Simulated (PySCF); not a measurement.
**Excitation energy of Ca by level of theory**

Ca [Ar] 4s2 (1S) → Ca [Ar] 3d1 4s1 (3D), as a difference of total energies. All numbers are calculated (PySCF 2.14, the spin-free X2C one-electron Hamiltonian (Gaussian nucleus), in x2c-QZVPPall with one added diffuse shell each of s, p, d, f type (12s8p5d4f, 89 functions)). Correlated levels: valence: [Ar] frozen. The calculations carry no spin-orbit coupling.

Task: Order these methods by the excitation energy they give, lowest first.
A. MP2 (valence)
B. CCSD (valence)
C. SCS-MP2 (valence)
D. UHF

Result: D (2.255 eV), A (2.694 eV), B (2.841 eV), C (2.881 eV).

Errors of the correlated levels include the incompleteness of this basis and the frozen core.

With two correlated electrons CCSD is exact in that space.

For comparison: 2.524 eV (measured; NIST levels, between the centres of gravity of the two terms).
